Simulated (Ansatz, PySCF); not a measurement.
GeH₂ClBr, SMILES [Cl][GeH2][Br]. Atoms are numbered in the order given.

```xyz
5

Ge     0.6939    -0.5195     0.0000
Cl    -0.8412    -2.0331     0.0000
Br    -0.3002     1.5554     0.0000
H      1.4968    -0.6629     1.2925
H      1.4968    -0.6629    -1.2925
```

Coordinates come from a r2SCAN-D4/def2-SVP optimisation.

Two levels are set side by side: PBE-D3(BJ)/def2-SVP (Ansatz, a first-principles code) and r2SCAN-D4/def2-SVP (Ansatz). Each level has its own optimised geometry; the coordinates shown are those of the second. Frequencies come from the Hessian of PySCF at each geometry. Differences are taken from unrounded values.

| quantity | r2SCAN-D4 |
|---|---|
| mean bond length (Å) | 1.878 |
| bond Ge1–Cl2 (Å) | 2.156 |
| bond Ge1–Br3 (Å) | 2.301 |
| bond Ge1–H4 (Å) | 1.528 |
| bond Ge1–H5 (Å) | 1.528 |
| highest harmonic wavenumber (cm⁻¹) | 2198 |
| mean harmonic wavenumber (cm⁻¹) | 892 |
| zero-point energy (kcal/mol) | 11.47 |

**Question.** What does PBE-D3(BJ) give, and how far is it from r2SCAN-D4? (Estimate from the structure and the level; the computed values follow.)

**Answer.** 
| quantity | PBE-D3(BJ) | PBE-D3(BJ) minus r2SCAN-D4 |
|---|---|---|
| mean bond length (Å) | 1.895 | 0.016 |
| bond Ge1–Cl2 (Å) | 2.170 | 0.014 |
| bond Ge1–Br3 (Å) | 2.318 | 0.017 |
| bond Ge1–H4 (Å) | 1.545 | 0.017 |
| bond Ge1–H5 (Å) | 1.545 | 0.017 |
| highest harmonic wavenumber (cm⁻¹) | 2120 | -78 |
| mean harmonic wavenumber (cm⁻¹) | 857 | -34 |
| zero-point energy (kcal/mol) | 11.03 | -0.44 |
